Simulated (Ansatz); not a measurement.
Spectroscopic constants of SbS, multiplicity 4 (an upper state: multiplicity 2 came lower at CCSD(T)/def2-TZVPP on PBE0 minima). No spin–orbit coupling.

The constants come from a fifth-degree fit in 1/R (seven points, main isotopes). Runs in def2 and cc sets follow the lowest solution found near the PBE0 minimum.

Correlated levels freeze the inner cores; with def2 sets outer-core shells near the valence are correlated too.

Codes used: Ansatz (Gaussian basis) for Hartree–Fock, density functionals and correlated methods. Values without a source in brackets are computed. In def2 rows elements past Kr take small-core potentials, without spin–orbit coupling.

```
level                  r_e (Å)  ω_e (cm⁻¹)  ω_e x_e (cm⁻¹)  dipole (D)
------------------  ----------  ----------  --------------  ----------
PBE/def2-TZVPP           2.482  (withheld)             1.1        1.18
PBE0/def2-TZVPP          2.454         349             1.1        1.31
wB97X-V/def2-TZVPP       2.441         361             1.0        1.43
CCSD/def2-TZVPP          2.458         348             1.1           -
CCSD(T)/def2-TZVPP  (withheld)  (withheld)             1.2           -
```

Problem. Fill in the missing entries.

Solution. 
- CCSD(T)/def2-TZVPP, r_e (Å): 2.466
- CCSD(T)/def2-TZVPP, ω_e (cm⁻¹): 341
- PBE/def2-TZVPP, ω_e (cm⁻¹): 331

Ansatz is a first-principles code.
